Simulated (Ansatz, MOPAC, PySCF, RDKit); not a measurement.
Torsion H3–O1–Se2–H4 in H2OSe (SMILES O[SeH]); at each angle all else is relaxed with GFN2-xTB, and the levels are single points there.
Geometry at 90° (charge 0, multiplicity 1):
```xyz
4

O     -0.9406     0.3183     0.2875
Se     0.7613     0.6650    -0.1897
H     -1.3107    -0.3659    -0.2791
H      0.4458     1.7167    -1.1570
```

On the grid 0° to 330°, 0° is the highest and 90° the lowest point at CCSD(T)/CBS(cc-pVTZ, cc-pVQZ).

Frozen-core correlation. Filled d and f shells under p-block atoms count as core. The state reached by AM1 isn't checked.

Codes used: Ansatz (a program for electronic structure); MOPAC for AM1 (differences of heats of formation); PySCF for the dispersion terms; RDKit for the force fields. Each number belongs to the level named beside it.

```
level                energy at 0° less that at 90° (kcal/mol)
-------------------  ----------------------------------------
UFF                                                      3.67
AM1                                                      3.01
PBE/def2-TZVPP                                           4.98
PBE-D4/def2-TZVPP                                        4.97
B3LYP/def2-TZVPP                                         4.85
B3LYP-D4/def2-TZVPP                                      4.83
SCS-MP2/cc-pVQZ                                          5.09
CCSD(T)/cc-pVDZ                                             ?
CCSD(T)/cc-pVQZ                                          5.10
```

### Question
What belongs in the gaps?

### Answer

- CCSD(T)/cc-pVDZ, energy at 0° less that at 90° (kcal/mol): 5.32
